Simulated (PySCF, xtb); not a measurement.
3-methylidenepent-1-en-4-yne (C6H6), SMILES C=CC(C#C)=C.

GFN2-xTB run with xtb 6.7.1 at its own geometry gives an orbital gap of 3.44 eV and a dipole moment of 0.18 D.

Geometry: B3LYP-D3(BJ)/def2-SVP. One conformer was computed; it need not be the lowest.

Task: What does PBE/def2-TZVP run with PySCF give? (An estimate is asked for; the answer gives what the named calculation found.)

Result: gap 3.58 eV (levels -5.86 and -2.29 eV), dipole 0.29 D.
